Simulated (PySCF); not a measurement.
Ge(H)(Cl)2(vinyl) (C2H4Cl2Ge), SMILES C=[CH][GeH]([Cl])[Cl].

Coordinates come from a r2SCAN-D4/def2-SVP optimisation. The structure was generated by enumeration, and PubChem lists no compound with its InChIKey, so it may never have been made. Other conformers were not sampled.

These are TDA-CAM-B3LYP/def2-SVPD in PySCF 2.14.0 values and carry that method's errors.

Vertical excitations. Gas-phase values at a fixed geometry.

```csv
state,energy (eV),λ (nm),f,main pairs
S1,6.48,191,0.016,HOMO−1→LUMO 76 %
S2,6.97,178,0.035,"HOMO−2→LUMO 39 %, HOMO→LUMO 26 %, HOMO−2→LUMO+1 9 %, HOMO−1→LUMO 7 %"
S3,7.15,173,0.013,"HOMO−3→LUMO 44 %, HOMO−3→LUMO+1 20 %, HOMO−2→LUMO 8 %, HOMO−1→LUMO+1 7 %"
S4,7.18,173,0.072,"HOMO−1→LUMO+1 36 %, HOMO−4→LUMO 22 %, HOMO−5→LUMO 14 %, HOMO→LUMO+1 10 %"
S5,7.27,171,0.159,"HOMO→LUMO 22 %, HOMO−2→LUMO 19 %, HOMO−4→LUMO 14 %, HOMO→LUMO+1 9 %"
S6,7.39,168,0.029,"HOMO−4→LUMO 20 %, HOMO−4→LUMO+1 18 %, HOMO−1→LUMO+1 17 %, HOMO→LUMO+1 10 %"
S7,7.58,164,0.174,"HOMO→LUMO+1 38 %, HOMO→LUMO+2 17 %, HOMO→LUMO 17 %, HOMO−4→LUMO 7 %"
S8,7.68,162,0.002,"HOMO−1→LUMO+1 18 %, HOMO−1→LUMO+2 16 %, HOMO−3→LUMO 15 %, HOMO−5→LUMO 14 %"
S9,7.81,159,0.005,"HOMO−2→LUMO+1 46 %, HOMO−2→LUMO 14 %, HOMO−4→LUMO 9 %, HOMO→LUMO+2 7 %"
S10,7.97,156,0.094,"HOMO→LUMO+2 49 %, HOMO→LUMO+1 15 %, HOMO−3→LUMO+1 9 %"
T1,4.21,295,0,"HOMO→LUMO 68 %, HOMO→LUMO+1 11 %"
T2,6.03,206,0,HOMO−1→LUMO 72 %
T3,6.45,192,0,"HOMO−2→LUMO 55 %, HOMO−2→LUMO+1 20 %"
T4,6.52,190,0,"HOMO−1→LUMO+1 43 %, HOMO−4→LUMO 15 %, HOMO−5→LUMO 11 %"
```
Triplets are in the Tamm–Dancoff approximation.
